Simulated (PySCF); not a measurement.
Successive ionisation energies of terbium

Calculated with PySCF 2.14, two-component X2C-1e (Gaussian nucleus, no Breit or QED terms), each ion in its own even-tempered basis; GMP2 freezes the deep shells of the larger ions and drops the highest virtual spinors; eV.

| ion | configuration | GHF (spin-free) | GHF (screened spin-orbit) | GMP2 (screened spin-orbit) | NIST | kind |
| --- | --- | --- | --- | --- | --- | --- |
| Tb⁶⁰⁺ | [He] 2s2 2p1 | 13436.8 | 14017.4 | 14015.2 | 14003 ± 10 | theoretical |
| Tb⁶¹⁺ | [He] 2s2 | 14451.7 | 14451.7 | 14458.2 | 14434 ± 12 | theoretical |
| Tb⁶²⁺ | [He] 2s1 | 14737.5 | 14737.5 | 14737.8 | 14721.02 ± 0.1 | theoretical |
| Tb⁶³⁺ | 1s2 | 59869.7 | 59869.7 | 59871.4 | 59741.12 ± 0.09 | theoretical |
| Tb⁶⁴⁺ | 1s1 | 61130.8 | 61130.8 | 61130.8 | 61050.1 ± 0.6 | theoretical |

Problem. Where is the largest relative jump?

Solution. From Tb⁶²⁺ to Tb⁶³⁺: 14737.8 to 59871.4 eV, where the electron removed from 1s2 comes from a deeper shell or subshell.
